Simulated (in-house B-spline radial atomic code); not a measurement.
Inner levels of promethium as electrons are removed. A shift is the extra binding of the orbital against the neutral atom ([Xe] 4f5 6s2). Computed with a radial B-spline atomic code at the basis-set limit: non-relativistic Hartree-Fock, average of the configuration, point nuclei.

This level leaves out relativity, spin-orbit splitting included, which matters for heavy ions.

| ion | configuration | shift of 1s (eV) | shift of 2p (eV) | shift of 2s (eV) | radius of 1s (bohr) | radius of 2p (bohr) | radius of 2s (bohr) | Σ<r²> (bohr²) | change of density at nucleus (bohr⁻³) |
| --- | --- | --- | --- | --- | --- | --- | --- | --- | --- |
| Pm44+ | [Ne] 3s2 3p5 | 2734.95 | 2646.86 | 2620.61 | 0.024875 | 0.088967 | 0.10469 | 0.55983 | 298.87 |
| Pm45+ | [Ne] 3s2 3p4 | 2879.07 | 2773.38 | 2744.39 | 0.024872 | 0.088865 | 0.10456 | 0.48898 | 397.8 |
| Pm46+ | [Ne] 3s2 3p3 | 3024.95 | 2901.22 | 2869.42 | 0.024869 | 0.08876 | 0.10443 | 0.41975 | 498.38 |
| Pm47+ | [Ne] 3s2 3p2 | 3172.59 | 3030.39 | 2995.68 | 0.024865 | 0.088653 | 0.10431 | 0.3521 | 600.63 |
| Pm48+ | [Ne] 3s2 3p1 | 3321.99 | 3160.89 | 3123.18 | 0.024862 | 0.088545 | 0.10417 | 0.28598 | 704.53 |
| Pm49+ | [Ne] 3s2 | 3473.14 | 3292.7 | 3251.91 | 0.024859 | 0.088434 | 0.10404 | 0.22135 | 810.1 |
| Pm50+ | [Ne] 3s1 | 3614.02 | 3418.58 | 3371.51 | 0.024857 | 0.088343 | 0.10404 | 0.15168 | -1194.04 |
| Pm51+ | [He] 2s2 2p6 | 3756.29 | 3545.53 | 3492.08 | 0.024856 | 0.08825 | 0.10397 | 0.083321 | -3245.96 |
| Pm52+ | [He] 2s2 2p5 | 4108.81 | 3810.53 | 3717.76 | 0.02484 | 0.087623 | 0.10344 | 0.072951 | -2963.64 |
